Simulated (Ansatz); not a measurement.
A structure relaxed at B3LYP-D4/def2-SVP in Ansatz, charge 1, doublet:

```xyz
6

Na    1.6357   -0.8794   -0.2861
Na   -0.1333    2.2774   -0.6887
Na   -1.9817   -1.2905   -0.2707
Cl    1.0410    1.1516    1.4058
Cl   -0.1883   -1.2386    1.6821
Cl   -0.3733   -0.0206   -1.8424
```

**Question.** Give its formula and point group.

**Answer.** Na₃Cl₃⁺. Point group Cs (tolerance 0.1 Å).

**Question.** Summarise the bond lengths by kind (pairs closer than 1.2 times the sum of covalent radii, bridged metal pairs left out).

**Answer.** 7 × Cl–Na 2.58 to 2.71 Å.

In the doublet, Cl4 and Cl5 lie 2.70 Å apart (atoms count from 1), so these atoms are partly bonded to each other. The structure comes from a short search, and lower isomers may exist.
